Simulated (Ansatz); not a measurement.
Geometry optimisation, Ansatz, DFT PBE-D3(BJ), scalar-relativistic, plane waves, PAW.

input.yaml

```yaml
crystal:
  lattice:
    - [6.173631, 0.0, 0.0]
    - [0.0, 6.173631, 0.0]
    - [0.0, 0.0, 6.173631]
  atoms:
    - { symbol: O, position: [0.3653777, 1.0101239, 0.9092351] }
    - { symbol: H, position: [0.3588907, 1.0023752, 1.0657968] }
    - { symbol: H, position: [0.5091423, 0.9577458, 0.8745663] }
    - { symbol: O, position: [0.3490877, 0.6346026, 0.2426594] }
    - { symbol: H, position: [0.3851139, 0.6119483, 0.3936646] }
    - { symbol: H, position: [0.4867398, 0.621864, 0.1684753] }
    - { symbol: O, position: [0.1707983, 0.238246, 0.4261612] }
    - { symbol: H, position: [0.0646293, 0.2340298, 0.3107314] }
    - { symbol: H, position: [0.2255198, 0.0913603, 0.4327808] }
    - { symbol: O, position: [0.7127436, 0.9632478, 0.439061] }
    - { symbol: H, position: [0.6945858, 0.9291599, 0.5911201] }
    - { symbol: H, position: [0.6366316, 0.8478099, 0.3649346] }
    - { symbol: O, position: [0.9663786, 0.7934375, 1.0544282] }
    - { symbol: C, position: [0.9670771, 0.7064863, 0.8769517] }
    - { symbol: H, position: [0.9534385, 0.7999284, 0.725138] }
    - { symbol: H, position: [0.9813884, 0.5293009, 0.8578368] }
basis:
  ecutwfc: 420.0
kpoints:
  mp_grid: { grid: [1, 1, 1] }
hamiltonian:
  xc: pbe
  dispersion: d3bj
scf:
  occupations: { method: fermi_dirac, width: 0.05 }
  lower_state_search: "off"
relax:
  f_tol: 0.3
  max_steps: 15
  adjacent_minimum: "off"
```

Launched with:

```bash
$ ansatz run input.yaml --threads 1 --pin off --max-ram 3072MiB --backend cpu --events-out ev --progress --plain --runs-dir out
```

**Question.** Where does it end, and by what steps?

**Answer.** The run converged. The threshold is loose, so the end isn't yet a minimum. Limits of this set-up: coarse k mesh. After 8 steps the energy has fallen by 1.465 eV; O13 moved furthest, 1.08 Å.

```
step  energy less start (eV)  largest force component (eV/Å)  accepted
   0                  0.0000                           0.930       yes
   1                 -0.2191                           2.194       yes
   2                 -0.2836                           3.479       yes
   3                 -0.5773                           2.754       yes
   4                 -0.8659                           2.017       yes
   5                 -1.1442                           1.193       yes
   6                 -1.3163                           0.950       yes
   7                 -1.4000                           0.464       yes
   8                 -1.4651                           0.267       yes
```

```xyz
16
Lattice="6.1736 0.0000 0.0000 0.0000 6.1736 0.0000 0.0000 0.0000 6.1736" Properties=species:S:1:pos:R:3
O 2.947 6.284 5.461
H 2.312 5.893 6.096
H 3.787 5.854 5.738
O 2.569 4.130 1.523
H 1.986 3.444 1.919
H 3.241 3.621 1.032
O 0.882 1.916 2.811
H 0.054 1.421 2.630
H 1.479 1.248 3.197
O 4.386 6.226 2.939
H 3.818 6.319 3.728
H 3.918 5.542 2.416
O 5.112 4.471 6.014
C 5.792 3.953 5.143
H 5.873 4.415 4.133
H 6.343 3.001 5.311
```

Whether the end is a true minimum wasn't checked by a vibrational analysis.

The run took 8.7 s on 1 thread of Intel(R) Xeon(R) Platinum 8488C (Sapphire Rapids), with other jobs on the host, peak memory 0.39 GiB.
